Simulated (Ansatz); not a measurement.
The cluster Ag2S, relaxed as a triplet with UKS PBE-D4/def2-TZVP in Ansatz, starting from the PBE-D4/def2-TZVP geometry of the neutral singlet. Force threshold 0.02 eV/Å.

In the def2 sets Ag takes a core potential; there is no spin–orbit coupling. The relaxation made no stability test and no search for a lower SCF solution. At PBE-D4/def2-TZVP a singlet of charge 0 lies 1.34 eV below the triplet, each at its own geometry. The structure comes from a short search, and lower isomers may exist.

Start:

Cartesian coordinates in Å:
```
Ag -1.470 0.407 0.485
Ag 1.144 0.621 -0.932
S 0.326 -1.028 0.447
```

Question: Estimate the energy that the relaxation releases and the steps that it takes.

Answer: 2.8 kcal/mol, in 5 steps; 4.9 s on 4 threads of Arm Neoverse V2 on a shared host. No frequencies were taken in this run, so the end may be a saddle point.

Question: Does the start keep its bonding and symmetry?

Answer: By distances, no bond broke or formed. The bond that changes most is Ag2–S3, from 2.30 to 2.44 Å (atoms count from 1). Point group C2v at the start, C2v at the end, both within 0.05 Å.

Question: Predict the relaxed structure.

Answer: 
Cartesian coordinates in Å:
```
Ag -1.3978 0.4917 0.3997
Ag 1.0230 0.6895 -0.9130
S 0.3749 -1.1812 0.5133
```
Bond lengths (bridged metal pairs left out): 2 × Ag–S 2.44 Å.
